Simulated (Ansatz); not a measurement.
**Relaxing a trial structure of AgSiSn+**

The starting geometry of this gas-phase triplet was optimised with GFN2-xTB as a singlet.

```yaml
atoms:
  - { symbol: Ag, position_ang: [-1.4329, -1.4694, -0.0530] }
  - { symbol: Si, position_ang: [0.1447, 0.2303, 0.9568] }
  - { symbol: Sn, position_ang: [-1.0931, 0.0993, 3.3351] }
```

Predict what becomes of its bonds when it is optimised with B3LYP-D3(BJ)/def2-SVP.

A new bond forms, giving a structure given below by its coordinates. Contacts that close: Ag1–Sn3 (3.75 → 2.92 Å).

The energy falls by 0.30 eV over 7 steps:

```json
{"step": "1", "E − E(last) (eV)": "0.299"}
{"step": "2", "E − E(last) (eV)": "0.116"}
{"step": "3", "E − E(last) (eV)": "0.020"}
{"step": "4", "E − E(last) (eV)": "0.017"}
{"step": "5", "E − E(last) (eV)": "0.000"}
{"step": "6", "E − E(last) (eV)": "0.000"}
{"step": "7", "E − E(last) (eV)": "0.000"}
```

Final geometry (Å):

```xyz
3

Ag   -1.4870   -1.3646    0.3422
Si    0.2909    0.3434    0.9331
Sn   -1.1853   -0.1186    2.9635
```

Frequencies at the end are all real (lowest 96 cm⁻¹). Open shells are spin-unrestricted. The triplet needn't be the ground state. Atoms past krypton carry core potentials, without spin–orbit terms. Run with Ansatz 0.2.0, 120 s on 1 thread of Intel(R) Xeon(R) Processor @ 2.50GHz (Skylake/Cascade Lake), with other jobs on the host.
